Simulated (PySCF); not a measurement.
Electron correlation in S (sulfur, neutral)

[Ne] 3s2 3p4, high-spin 3P determinant. Calculation: PySCF 2.14, in x2c-QZVPPall with one added diffuse shell each of s, p, d, f type (10s7p5d3f1g, 86 functions); scalar relativity by spin-free X2C-1e. Frozen: 1s2; 14 electrons correlated.

```tsv
level	correlation energy (mhartree)
CCSD	-332.83
(T)	-7.69
CCSD(T)	-340.52
```

Diagnostics: T1 = 0.0077, D1 = 0.0345, largest double amplitude 0.040.

Cost of the coupled-cluster step: roughly 26 core-seconds, for 14 correlated electrons.

Iterations:

```
CC2 = 0
CCSD nocc = (np.int64(8), np.int64(6)), nmo = (85, 85)
frozen orbitals [[0], [0]]
max_cycle = 100
direct = 0
conv_tol = 1e-08
conv_tol_normt = 1e-06
diis_space = 8
diis_start_cycle = 0
Init t2, MP2 energy = -0.314113765051146
Init E_corr(UCCSD) = -0.314113765051928
cycle = 1  E_corr(UCCSD) = -0.326920413530669  dE = -0.0128066485  norm(t1,t2) = 0.0444326
cycle = 2  E_corr(UCCSD) = -0.331136064852595  dE = -0.00421565132  norm(t1,t2) = 0.0149021
cycle = 3  E_corr(UCCSD) = -0.332867980098749  dE = -0.00173191525  norm(t1,t2) = 0.00643489
cycle = 4  E_corr(UCCSD) = -0.332852823047444  dE = 1.51570513e-05  norm(t1,t2) = 0.000943621
cycle = 5  E_corr(UCCSD) = -0.332827728604417  dE = 2.5094443e-05  norm(t1,t2) = 0.000252345
cycle = 6  E_corr(UCCSD) = -0.332831718722598  dE = -3.99011818e-06  norm(t1,t2) = 9.16226e-05
cycle = 7  E_corr(UCCSD) = -0.332832689934226  dE = -9.71211628e-07  norm(t1,t2) = 2.80157e-05
cycle = 8  E_corr(UCCSD) = -0.33283222481961  dE = 4.65114616e-07  norm(t1,t2) = 1.03676e-05
cycle = 9  E_corr(UCCSD) = -0.332832226072175  dE = -1.2525645e-09  norm(t1,t2) = 2.94403e-06
cycle = 10  E_corr(UCCSD) = -0.332832260306143  dE = -3.42339682e-08  norm(t1,t2) = 6.08973e-07
cycle = 11  E_corr(UCCSD) = -0.332832247879113  dE = 1.24270296e-08  norm(t1,t2) = 1.8624e-07
cycle = 12  E_corr(UCCSD) = -0.332832250020706  dE = -2.14159313e-09  norm(t1,t2) = 5.0885e-08
UCCSD converged
E(UCCSD) = -398.9306212568073  E_corr = -0.3328322500207064
UCCSD(T) correction = -0.00769166057935963
```

This basis was not built for core-valence correlation, so the inner-shell part is incomplete.
